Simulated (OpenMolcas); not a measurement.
Cr3+ among 4 point charges of -2 e arranged as a square (D4h), 1.95 Å from the ion.

```
Program             : OpenMolcas
Method              : SS-CASPT2, IPEA 0.25 Eh, imaginary shift 0.1 Eh (closed shells correlated: 3s 3p)
Basis               : ANO-RCC-VDZP [5s4p2d1f]
Scalar Hamiltonian  : DKH2, point nucleus
Active space        : 3 electrons in 5 orbitals (3d)
State averaging     : 2S+1 = 4 even, 10 roots; 2S+1 = 2 even, 40 roots
Spin-orbit coupling : RASSI with atomic mean-field integrals over the reference wave functions
```

Q: What is the spin-free ground state (labels of D4, the rotations of D4h)?

A: 4A2, 1-fold in its orbital part, 59 % from free-ion F terms; it has the highest spin that d3 allows.

Q: Where is the first state of the same spin?

A: 4E at 1030 cm-1 above the ground state.

Q: What are the lowest two levels with spin-orbit coupling?

A: A 2-fold level E1/2 with g = 1.97, 3.58, 3.58, then a 2-fold level E3/2 13 cm-1 above it. Their leading multiplicities are 4 (100 %) and 4 (100 %).

Q: What is χT at 300 K, and how does it compare with the textbook value?

A: The lowest level has 2S+1 = 4, for which the spin-only value is χT = S(S+1) / 2 = 1.875 cm3 K/mol (g = 2). The computed 1.713 at 300 K differs by -0.162, through orbital momentum, spin-orbit coupling and any other state in reach.

Free-ion shares, where given, are those of the reference states; single-state CASPT2 does not remix them. Point charges carry no covalency, so the field is a model and not that of real ligands. No measured value stands beside these numbers.
